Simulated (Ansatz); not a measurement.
This geometry of BH5Se (7 atoms, charge 0, multiplicity 1) is a first-order saddle point.

Computed with RKS B3LYP/def2-TZVP (Ansatz 0.2.0).

```xyz
7
Properties=species:S:1:pos:R:3
B -0.701 -0.498 -0.514
Se 1.207 0.546 0.078
H -0.719 -1.405 0.266
H -0.411 -0.763 -1.645
H -1.503 0.375 -0.352
H 0.690 1.755 0.742
H 1.498 -0.079 1.380
```

Task: Which two structures does it join? (They come from a converged band through this point; their orientation in space is the band's.)

Result: No bond is made or broken. The dihedral H5–B1–Se2–H6 goes from 74 to -47°. The two ends are copies of one structure, up to a mirror image or an exchange of like atoms.

Image 0:

```xyz
7
Properties=species:S:1:pos:R:3
B -0.709 -0.445 -0.496
Se 1.020 0.796 0.053
H -1.006 -0.998 0.522
H -0.194 -1.110 -1.352
H -1.442 0.423 -0.884
H 0.548 1.429 1.298
H 1.844 -0.163 0.813
```

Image 8:

```xyz
7
Properties=species:S:1:pos:R:3
B -0.689 -0.497 -0.474
Se 1.252 0.175 0.315
H -0.690 -1.614 -0.035
H -0.456 -0.401 -1.648
H -1.477 0.273 -0.009
H 1.185 1.626 0.063
H 0.935 0.371 1.741
```

Task: How far does it lie above each of them?

Result: 0.057 eV above the first and 0.057 eV above the second. This is the barrier of this one path; another mechanism may lie lower.

Run time: 61 s on 2 threads of Intel(R) Xeon(R) Platinum 8488C (Sapphire Rapids) (shared host), peak memory 0.23 GiB.
